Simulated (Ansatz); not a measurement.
Redistribution: C2H3Br + CHBr2I → C2H3I + CHBr3

Species: C2H3Br `C=CBr`, singlet; CHBr2I (dibromoiodomethane) `BrC(Br)I`, singlet; C2H3I (vinyl iodide) `C=CI`, singlet; CHBr3 (bromoform) `BrC(Br)Br`, singlet. The partners trade Br for I; both sit on C, so the bond types are kept.

Shapes, held fixed at every level: PBE0-D4/def2-TZVP. Programs: Ansatz 0.2.0. The zero-point and thermal change to 298 K, harmonic and unscaled (PBE0-D4/def2-TZVP), is -0.2 kJ/mol.

```tsv
level	kind	ΔH(298 K) (kJ/mol)	less CCSD(T)/def2-TZVPP
PBE-D4/def2-TZVPP	GGA	+2.7	+1.0
r2SCAN-D4/def2-TZVPP	meta-GGA	+2.1	+0.4
wB97M-V/def2-TZVPP	range-separated hybrid	+2.1	+0.4
wB97X-V/def2-TZVPP	range-separated hybrid	+2.2	+0.5
MP2/def2-TZVPP	perturbation theory	+3.1	+1.4
CCSD(T)/def2-SVP	coupled cluster or CI	+2.0	+0.3
CCSD/def2-TZVPP	coupled cluster or CI	+1.6	-0.1
CCSD(T)/def2-TZVPP	coupled cluster or CI	+1.7	0.0
```

The highest level, CCSD(T)/def2-TZVPP, gives ΔH(298 K) = +1.7 kJ/mol; the levels span +1.6 to +3.1. That is about zero within the method's error. The column of differences is taken from that level and isn't an error. No measured value is set beside it here. For atoms past krypton def2 sets carry core potentials with scalar relativity. Relativity is left out for Br. Outer-core shells of Br, I are correlated in most correlated rows, in sets that cover them unevenly.
